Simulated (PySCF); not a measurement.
Ge(SH)(SiH3) (GeH4SSi), SMILES [SiH3][Ge][SH] (connectivity only; charge and spin as stated), neutral, multiplicity 1. Atoms are numbered in the order given.

```xyz
7

Ge    -0.8279    -0.1928     0.0000
S      0.9800    -1.4914     0.0000
H      0.3358    -2.6858     0.0000
Si     0.5711     1.8414     0.0000
H      2.0507     1.6112     0.0000
H      0.2163     2.6629    -1.2040
H      0.2163     2.6629     1.2040
```
Charge 0, spin multiplicity 1.

The structure is a stationary point at r2SCAN-D4/def2-SVP. The values are those of a single conformer.

Computed with r2SCAN/def2-TZVPD run with PySCF.

Mulliken values depend strongly on the basis, most of all with diffuse functions as here. ESP charges are fitted to the potential on shells at 1.4 to 2.0 van der Waals radii. Atomic charges (e):

```tsv
atom	meta-Löwdin	ESP fit	Mulliken
Ge1	0.11	-0.03	0.18
S2	-0.19	-0.23	-0.40
H3	0.11	0.18	0.23
Si4	0.19	0.40	0.05
H5	-0.08	-0.10	-0.02
H6	-0.07	-0.11	-0.02
H7	-0.07	-0.11	-0.02
```
